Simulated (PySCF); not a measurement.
Vertical excitations of a molecule CH7F2NSi2 from TDDFT-PBE/def2-SVPD (PySCF), as energy in eV (oscillator strength): 4.67 (0.016), 5.22 (0.013), 5.36 (0.001), 6.04 (0.008), 6.22 (0.061), 6.45 (0.013), 6.68 (0.015), 6.78 (0.016), 6.82 (0.026), 7.02 (0.000). Lowest triplet (TDA): 4.45 eV. Geometry: r2SCAN-D4/def2-SVP. The values are those of a single conformer.

**Question.** Which structure fits?
A. NC([SiH2]F)[SiH2]F
B. C[SiH2][Si](N)(F)F
C. N[C@@H]([SiH3])[SiH](F)F
D. CN([SiH2]F)[SiH2]F

**Answer.** A, NC([SiH2]F)[SiH2]F
